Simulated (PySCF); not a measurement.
PBE on W- (tungsten, charge -1), [Xe] 4f14 5d5 6s2, high-spin 6S determinant. Calculation: PySCF 2.14, in aug-cc-pwCVDZ-PP with ECP60MDF (6s6p5d3f, 70 functions); a scalar-relativistic core potential.

```
cycle= 1 E= -67.3661102186899  delta_E= -0.0254  |g|= 0.0216  |ddm|=  1.3
cycle= 2 E= -67.3659528755729  delta_E= 0.000157  |g|= 0.033  |ddm|= 0.169
cycle= 3 E= -67.3670216819927  delta_E= -0.00107  |g|= 0.00598  |ddm|= 0.0835
cycle= 4 E= -67.3670378520055  delta_E= -1.62e-05  |g|= 0.00224  |ddm|= 0.0396
cycle= 5 E= -67.3670453138759  delta_E= -7.46e-06  |g|= 0.000112  |ddm|= 0.00703
cycle= 6 E= -67.3670453265189  delta_E= -1.26e-08  |g|= 2.69e-06  |ddm|= 0.000448
cycle= 7 E= -67.3670453265285  delta_E= -9.62e-12  |g|= 1.28e-07  |ddm|= 1.26e-05
converged SCF energy = -67.3670453265285  <S^2> = 8.8116371  2S+1 = 6.0205106
```

Highest occupied orbital energy: 1.323 eV; ⟨L²⟩ = 0.00; populations by l: s 4.00, p 6.00, d 5.00, f 0.00.

(1) Can this result be used?

Results:

(1) With care. The run converged. Energies and moments cover only the electrons outside the core potential. Spin-orbit coupling, which splits the p, d and f shells strongly at this Z, is absent. ⟨S²⟩ = 8.81 against 8.75 shows spin contamination. At PBE the highest occupied level has a positive energy, so only the finite basis holds that electron; in a semilocal or global hybrid functional this comes from self-interaction and does not mean that the real anion is unbound.
